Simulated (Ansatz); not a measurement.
`CC#CC(F)(F)F` → `C#CC(F)(F)F` + `[CH2]` (triplet) at 700 K and 1 bar (formal loss of a carbene).

Computed with Ansatz on PBE0-D4/def2-TZVP structures; ΔE is electronic, products minus reactants. CCSD(T)/CBS is the MP2 limit (def2-TZVPP, def2-QZVPP) plus CCSD(T) − MP2 in def2-TZVPP, frozen cores. This one scheme is used for every species. Triplets are unrestricted, without spin–orbit coupling.

```
          species  CCSD(T)/CBS energy (Eh)  H − E (kJ/mol)  S (J/(mol·K))
   `CC#CC(F)(F)F`               -453.32719           240.6          467.0
    `C#CC(F)(F)F`               -414.05517           148.5          391.8
`[CH2]` (triplet)                -39.09499            70.4          226.8
```

H − E and S are ideal-gas, rigid-rotor, harmonic terms from PBE0-D4/def2-TZVP, with the whole ground term of open shells counted as degenerate. 1 Eh = 2625.50 kJ/mol, R = 8.31446 J/(mol·K).

**Question.** By hand: ΔE, ΔH, ΔS and ΔG.

**Answer.** ΔE = (-414.05517) + (-39.09499) − (-453.32719) = 0.17703 Eh = 464.8 kJ/mol. Δ(H − E) = 148.5 + 70.4 − 240.6 = -21.7, so ΔH = 443.1 kJ/mol. ΔS = 391.8 + 226.8 − 467.0 = 151.6 J/(mol·K). ΔG = 443.1 − 700 × (151.6)/1000 = 337.0 kJ/mol.

**Question.** By hand: the equilibrium constant, and the temperature at which ΔG would vanish if ΔH and ΔS stayed fixed.

**Answer.** log₁₀ K = −ΔG/(RT ln 10) = -25.1. ΔG = 0 at ΔH/ΔS = 2923 K, far beyond where these terms or the molecules hold.

The number of gas molecules changes by +1, which sets the sign of ΔS. A doubt of 5 kJ/mol in ΔE shifts log₁₀ K by 0.4 here. Modes under 60 cm⁻¹, often nearly free rotors, make the harmonic entropy too high. A triplet takes part, so the spin changes. These are equilibria of isolated gas molecules and say nothing of rates. Largest T1 diagnostic: 0.013 (customary marks: 0.02 for closed shells, 0.045 for open ones).
